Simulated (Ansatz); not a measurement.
```yaml
crystal:
  periodic: [false, false, false]
  atoms:
    - {symbol: Br, position_ang: [-0.069860, -3.182605, -0.311922]}
    - {symbol: C, position_ang: [-0.024726, -1.303251, -0.125778]}
    - {symbol: C, position_ang: [-0.856738, -0.692992, 0.798370]}
    - {symbol: C, position_ang: [-0.817905, 0.687144, 0.929214]}
    - {symbol: C, position_ang: [0.041202, 1.443413, 0.146241]}
    - {symbol: C, position_ang: [0.867056, 0.815365, -0.773855]}
    - {symbol: C, position_ang: [0.839664, -0.563898, -0.916284]}
    - {symbol: H, position_ang: [-1.524801, -1.289437, 1.406240]}
    - {symbol: H, position_ang: [-1.466413, 1.170876, 1.650510]}
    - {symbol: H, position_ang: [0.067071, 2.521298, 0.252988]}
    - {symbol: H, position_ang: [1.541177, 1.399747, -1.389393]}
    - {symbol: H, position_ang: [1.481474, -1.060660, -1.632430]}
basis:
  gaussian: {orbitals: "6-31G*"}
hamiltonian: {xc: {name: HF}}
correlation: {method: mp2, frozen_orbitals: {Br: 0}}
output: {forces: true}
```

```sh
$ ansatz run in.yaml --threads 2 --pin off --events-out ev --progress --plain --max-ram 22528MiB --backend cpu
```

It prints (some lines left out):

```
Functional definition: HF
Error: "frozen_orbitals" has no count for C
```

(1) Something in this input is off. What?

Results:

(1) Frozen orbitals are typed for one element alone, and the program wants a count for each. The program refused the input.
